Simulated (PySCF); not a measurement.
A structure optimised at PBE-D3(BJ)/def2-SVP, used in a PySCF frequency run:

```xyz
11

In    -0.6669     0.5066    -0.0448
H     -2.2511     1.1479    -0.1036
F      0.8108     1.2503    -1.1586
O     -0.0031    -1.0253     1.0841
C      1.3288    -1.5088     0.9928
C      1.7692    -1.8344    -0.4306
H      2.0513    -0.7879     1.4472
H      1.3685    -2.4289     1.6216
H      1.7572    -0.9121    -1.0506
H      2.8002    -2.2448    -0.4496
H      1.0919    -2.5859    -0.8870
```

Problem. Write its SMILES and formula.

Solution. CC[O][InH][F], C₂H₆FInO

Problem. What are its rotational constants (standard atomic weights)?

Solution. 4.5321, 1.8455, 1.4073 GHz
